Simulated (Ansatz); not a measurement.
iodine atom (I), doublet (core potentials on I). Base run: PBE/def2-SVP (Ansatz, a quantum-chemistry and plane-wave program).

Geometry (Å):
```xyz
1

I      0.0000     0.0000     0.0000
```
Charge 0, spin multiplicity 2.
Orbitals are unrestricted.
All else is at Ansatz's defaults.

Each row names what was changed in the base input (with any setting that the change needs).

```csv
change,basis functions,E (Eh)
base,26,-297.65577
basis = def2-SV(P),26,-297.65577
basis = STO-3G,27,-6852.16271
basis = 3-21G,33,-6889.92509
basis = def2-SVPD,35,-297.65747
basis = def2-TZVP,50,-297.66548
basis = def2-TZVPP,50,-297.66548
basis = def2-TZVPD,59,-297.66560
basis = 6-311G**,62,-6918.88859
basis = def2-QZVPP,82,-297.66646
basis = def2-QZVP,82,-297.66646
```

Totals compare only among sets that treat the same electrons; sets with core potentials leave the core out.
